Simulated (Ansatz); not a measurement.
`COC[SiH2]O` and `O[SiH2]CCl` differ in one atom or group.

Ansatz, PBE0-D4/def2-TZVP geometries, multiplicity 1. Each molecule was computed in one conformer, which needn't be the lowest.

```json
{"property": "size of the dipole moment (PBE/def2-TZVPP) / D", "`COC[SiH2]O`": "1.86"}
{"property": "HOMO–LUMO gap (PBE0/def2-TZVPP) / eV", "`COC[SiH2]O`": "7.52"}
{"property": "HOMO energy (PBE/def2-TZVPP) / eV", "`COC[SiH2]O`": "-5.82"}
{"property": "HOMO–LUMO gap (PBE/def2-TZVPP) / eV", "`COC[SiH2]O`": "5.15"}
{"property": "HOMO energy (PBE0/def2-TZVPP) / eV", "`COC[SiH2]O`": "-7.29"}
{"property": "size of the dipole moment (ωB97M-V/def2-TZVPP) / D", "`COC[SiH2]O`": "1.90"}
```

Problem. Give the same properties after the change, and the shifts. (Estimate.)

Solution. Ansatz gave: 
```json
{"property": "size of the dipole moment (PBE/def2-TZVPP) / D", "`O[SiH2]CCl`": "0.86", "shift": "-1.00"}
{"property": "HOMO–LUMO gap (PBE0/def2-TZVPP) / eV", "`O[SiH2]CCl`": "8.15", "shift": "0.63"}
{"property": "HOMO energy (PBE/def2-TZVPP) / eV", "`O[SiH2]CCl`": "-6.80", "shift": "-0.98"}
{"property": "HOMO–LUMO gap (PBE/def2-TZVPP) / eV", "`O[SiH2]CCl`": "5.80", "shift": "0.65"}
{"property": "HOMO energy (PBE0/def2-TZVPP) / eV", "`O[SiH2]CCl`": "-8.17", "shift": "-0.88"}
{"property": "size of the dipole moment (ωB97M-V/def2-TZVPP) / D", "`O[SiH2]CCl`": "0.91", "shift": "-0.99"}
```

With PBE0 the HOMO falls by 0.88 eV and the LUMO falls by 0.25 eV, so the gap widens by about 0.63 eV. PBE moves the HOMO by -0.98 eV and ωB97M-V by -0.82 eV. The zero-point energy changes by -109.3 kJ/mol with -12 modes. Dipoles are sizes alone; their direction can turn.
